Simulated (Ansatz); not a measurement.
Pd4, relaxed as a singlet with RKS r2SCAN-D4/def2-SVP in Ansatz, starting from the GFN1-xTB geometry. Force threshold 0.02 eV/Å.

In the def2 sets Pd takes a core potential; there is no spin–orbit coupling. The restricted singlet is unstable towards broken spin symmetry at other levels; at r2SCAN-D4/def2-SVP this wasn't settled. An occupied level of the charge 0 singlet lies above an empty one (by up to 0.09 eV), so this SCF solution is probably not the lowest. The relaxation made no stability test and no search for a lower SCF solution. At r2SCAN-D4/def2-SVP a triplet of charge 0 lies 0.61 eV below the restricted singlet, each at its own geometry. The structure comes from a short search, and lower isomers may exist.

Start:

```xyz
4

Pd   -1.196   -0.175   -0.972
Pd    1.049    0.952   -0.628
Pd    0.656   -1.379    0.269
Pd   -0.510    0.602    1.332
```

(1) Estimate the energy that the relaxation releases and the steps that it takes.

(2) Does the start keep its bonding and symmetry?

(3) Predict the relaxed structure.

Answers

(1) 13.8 kJ/mol, in 4 steps; 15 s on 4 threads of Arm Neoverse V1 on a shared host. No frequencies were taken in this run, so the end may be a saddle point.

(2) By distances, no bond broke or formed. The bond that changes most is Pd3–Pd4, from 2.53 to 2.72 Å (atoms count from 1). Point group Td at the start, D2d at the end, both within 0.05 Å.

(3) 
```tsv
atom	x (Å)	y (Å)	z (Å)
Pd1	-1.270	-0.253	-0.915
Pd2	1.137	0.961	-0.545
Pd3	0.691	-1.418	0.158
Pd4	-0.559	0.710	1.303
```
Bond lengths (bridged metal pairs left out): 6 × Pd–Pd 2.52 to 2.72 Å.
